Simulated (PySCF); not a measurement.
C4H13GaO.
Geometry (PBE0-D3(BJ)/def2-SVP, Å), atoms numbered from 1 in this order:
```xyz
19
C4H13GaO angstrom
C      2.147    0.200    0.562
C      1.572   -1.199    0.360
Ga     0.191   -1.311   -1.070
O     -1.122    0.215   -0.299
C     -1.761    0.047    0.945
C     -1.300    1.480   -0.894
H      2.931    0.235    1.339
H      1.369    0.921    0.865
H      2.594    0.593   -0.366
H      1.154   -1.587    1.306
H      2.379   -1.905    0.093
H      0.478   -0.565   -2.441
H     -0.846   -2.508   -1.047
H     -1.564   -0.978    1.283
H     -1.362    0.760    1.687
H     -2.850    0.193    0.844
H     -2.370    1.671   -1.083
H     -0.755    1.471   -1.846
H     -0.895    2.275   -0.245
```

Computed with PySCF at PBE0/def2-SVPD, non-relativistic, on one gas-phase PBE0-D3(BJ)/def2-SVP geometry that isn't relaxed in the solvent. The solvent is an IEF-PCM continuum (van der Waals radii × 1.2). Only the electrostatic response of the medium enters. Spin–orbit coupling is left out although an atom past zinc is present.

Gas phase at PBE0/def2-SVPD: HOMO -6.76 eV, LUMO 0.21 eV, dipole 3.96 D.

What does the continuum do to the energy, the frontier levels and the dipole at PBE0/def2-SVPD in dichloromethane and acetone?

```
        solvent      ε  E(solvent) − E(gas) (kcal/mol)  polarisation term (kcal/mol)  distortion of the solute (kcal/mol)  HOMO (eV)  LUMO (eV)  dipole (D)
dichloromethane   8.93                           -4.58                         -5.29                                 0.71      -6.90       0.30        4.84
        acetone  20.49                           -5.08                         -5.98                                 0.90      -6.92       0.29        4.95
```

Polarisation term: ½ Σ q·V over the induced surface charges. Distortion: the rise of the solute's own energy as its density leaves the gas-phase optimum. The atom shares or the degeneracy of the LUMO differ from the gas phase in dichloromethane and acetone, so that column needn't follow one orbital. From dichloromethane to acetone the lowering changes by a factor 1.11, Onsager's factor (ε − 1)/(2ε + 1) by 1.10 and ε itself by 2.3.

Which radius a makes the point-dipole formula ΔE = −[(ε − 1)/(2ε + 1)]·μ²/a³ give the value in acetone, with the gas-phase dipole?

μ = 1.557 au and |ΔE| = 0.00810 Eh give a = 2.74 Å; the farthest nucleus lies 3.23 Å from the centroid of the nuclei, so such a sphere wouldn't even hold the nuclei. The formula assumes a rigid point dipole at the centre of a sphere.

Give the dipole vector in the frame of the coordinates (D, pointing from negative to positive charge), gas and acetone.

Gas (-2.16, 2.79, 1.80), solvent (-2.49, 3.52, 2.44). Its length changes by +25 % and its direction by 3°.

How does the static polarisability (PBE0/def2-SVPD, frozen core, with the continuum's full static response) change?

```json
{"medium": "gas", "isotropic (au)": "89.1", "principal values (au)": "85.1, 88.0, 94.0", "⟨r²⟩ of the electrons (bohr²)": "1082.7"}
{"medium": "dichloromethane", "isotropic (au)": "116.2", "principal values (au)": "109.4, 117.2, 122.0", "⟨r²⟩ of the electrons (bohr²)": "1082.4"}
{"medium": "acetone", "isotropic (au)": "120.3", "principal values (au)": "112.6, 122.0, 126.2", "⟨r²⟩ of the electrons (bohr²)": "1082.3"}
```

The isotropic value in acetone is 1.35 times the gas-phase one; no cavity-field correction is applied. ⟨r²⟩ is taken about the centre of nuclear charge.
